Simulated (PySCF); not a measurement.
PySCF input:

```python
from pyscf import gto, scf, mp, cc as ccmod

mol = gto.M(
    atom='''
    Al    0.00000000    0.00000000    0.00000000
    F    -0.00000000   -0.00000000   -1.59181975
    F     0.00000000    0.00000000    1.59181975
    ''',
    basis='cc-pvdz',
    charge=1,
    spin=0,
    verbose=4,
)

mf = scf.RHF(mol)
mf.conv_tol = 1e-10
mf.max_cycle = 100
mf.kernel()
mp2 = mp.MP2(mf, frozen=7).run()
cc = ccmod.CCSD(mf, frozen=7)
cc.max_cycle = 100
cc.kernel()
et = cc.ccsd_t()
print(f'E(CCSD(T)) = {cc.e_tot + et:.9f}')
```

Which total energy does the run end on?

-441.02233 Eh (CCSD(T)/cc-pVDZ).

It need not be the lowest isomer of its formula.
